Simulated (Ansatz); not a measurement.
One change: `O[SiH]1[NH][Al]1[Cl]` becomes `O[SiH]1[NH][AlH]1`.

Ansatz, PBE0-D4/def2-TZVP geometries, multiplicity 1. Each molecule was computed in one conformer, which needn't be the lowest.

```csv
property,`O[SiH]1[NH][Al]1[Cl]`
HOMO energy (B3LYP/def2-TZVPP) / eV,-6.51
LUMO energy (B3LYP/def2-TZVPP) / eV,-1.46
LUMO energy (PBE0/def2-TZVPP) / eV,-1.25
HOMO–LUMO gap (PBE/def2-TZVPP) / eV,3.61
HOMO energy (PBE/def2-TZVPP) / eV,-5.65
LUMO energy (ωB97M-V/def2-TZVPP) / eV,0.47
```

**Question.** What does the change do to each property? (Estimate.)

**Answer.** Ansatz gave: 
| property | `O[SiH]1[NH][AlH]1` | shift |
| --- | --- | --- |
| HOMO energy (B3LYP/def2-TZVPP) / eV | -6.09 | 0.42 |
| LUMO energy (B3LYP/def2-TZVPP) / eV | -1.20 | 0.26 |
| LUMO energy (PBE0/def2-TZVPP) / eV | -1.02 | 0.23 |
| HOMO–LUMO gap (PBE/def2-TZVPP) / eV | 3.48 | -0.13 |
| HOMO energy (PBE/def2-TZVPP) / eV | -5.25 | 0.40 |
| LUMO energy (ωB97M-V/def2-TZVPP) / eV | 0.64 | 0.17 |

With PBE0 the HOMO rises by 0.42 eV and the LUMO rises by 0.23 eV, so the gap narrows by about 0.19 eV. PBE moves the HOMO by 0.40 eV and ωB97M-V by 0.41 eV.

B3LYP here is the variant with VWN-RPA as its local correlation; programs differ in this.
